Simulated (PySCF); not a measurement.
Rows and methods have been separated. Pair them.

Species: C₂H₉NSi.
Atom-mapped SMILES: `[CH3:1][NH:2][SiH2:3][CH3:4]` (hydrogens: H5, H6, H7 on C1; H8 on N2; H9, H10 on Si3; H11, H12, H13 on C4)

The closed-shell ground state was solved 5 times with PySCF (density fitting, gas phase), always with PBE0, in these basis sets: 6-311+G(2d,p), IGLO-III, aug-cc-pVDZ, cc-pVDZ and def2-TZVP. Isolated species at its PBE0-D3(BJ)/def2-SVP geometry (one conformer only).

```json
{"row": "P", "total energy (Eh)": "-425.6119", "HOMO (eV)": "-6.58", "LUMO (eV)": "-0.11", "dipole (D)": "0.78"}
{"row": "Q", "total energy (Eh)": "-425.6662", "HOMO (eV)": "-6.62", "LUMO (eV)": "0.89", "dipole (D)": "0.85"}
{"row": "R", "total energy (Eh)": "-425.5988", "HOMO (eV)": "-6.38", "LUMO (eV)": "1.49", "dipole (D)": "0.87"}
{"row": "S", "total energy (Eh)": "-425.6539", "HOMO (eV)": "-6.63", "LUMO (eV)": "0.15", "dipole (D)": "0.81"}
{"row": "T", "total energy (Eh)": "-425.6718", "HOMO (eV)": "-6.62", "LUMO (eV)": "0.58", "dipole (D)": "0.83"}
```

Q: Which basis belongs to which row?

A: P = aug-cc-pVDZ, Q = def2-TZVP, R = cc-pVDZ, S = 6-311+G(2d,p), T = IGLO-III. From the lowest total energy up: IGLO-III (239 functions) 0 eV; def2-TZVP (184 functions) +0.15 eV; 6-311+G(2d,p) (170 functions) +0.49 eV; aug-cc-pVDZ (177 functions) +1.63 eV; cc-pVDZ (105 functions) +1.99 eV.

Shape of the structure used: `[CH3:1][NH:2][SiH2:3][CH3:4]`: C1–N2–Si3–C4 -62°.
